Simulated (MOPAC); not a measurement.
MOPAC input (AM1):

```
AM1 FORCE THERMO(298,298) PRECISE LET UHF MS=0.5 GEO-OK AUX(PRECISION=9) THREADS=1
CH3Be

Be   -0.89891940 1   -0.51999627 1   -0.68543768 1
C     0.29594963 1    0.17118560 1    0.22566292 1
H     0.87593132 1   -0.59359809 1    0.80988434 1
H    -0.11390735 1    0.90647975 1    0.97001053 1
H     1.03870238 1    0.72882239 1   -0.40680900 1
```

Task: Which zero-point energy does it print?

Result: 20.83 kcal/mol, from the harmonic wavenumbers of AM1.
